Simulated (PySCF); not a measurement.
**In⁺ (indium, charge +1) across methods**

[Kr] 4d10 5s2, closed-shell 1S. Computed with PySCF 2.14 in aug-cc-pVTZ-PP with ECP28MDF (6s5p4d2f, 55 functions), with scalar relativity through the core potential.

| method | E (hartree) | mean ε 4p (eV) | mean ε 4d (eV) | mean ε 5s (eV) | Σ⟨r²⟩ (bohr²) | ⟨S²⟩ |
| --- | --- | --- | --- | --- | --- | --- |
| PBE | -189.9119 | -86.775 | -25.897 | -14.980 | 38.17 | 0.000 |
| UHF | -189.01877 | -106.05 | -34.868 | -17.282 | 38.87 | 0.000 |
| r2SCANh | -189.9587 | -91.032 | -27.438 | -15.510 | 38.02 | 0.000 |
| LDA | -189.5860 | -86.659 | -26.013 | -15.371 | 38.11 | 0.000 |
| M06 | -189.9783 | -91.278 | -28.577 | -16.185 | 38.03 | 0.000 |
| revPBE | -189.9669 | -86.757 | -25.852 | -14.863 | 38.17 | 0.000 |
| B3LYP | -189.9791 | -90.923 | -27.924 | -15.795 | 38.24 | 0.000 |
| r2SCAN | -189.9722 | -89.331 | -26.511 | -15.192 | 37.99 | 0.000 |

(1) Estimate the same row for PBE0.

Energies and moments cover only the electrons outside the core potential.

Results:

(1) E (hartree) = -189.9076; mean ε 4p (eV) = -91.837; mean ε 4d (eV) = -28.386; mean ε 5s (eV) = -15.776; Σ⟨r²⟩ (bohr²) = 38.18; ⟨S²⟩ = 0.000.
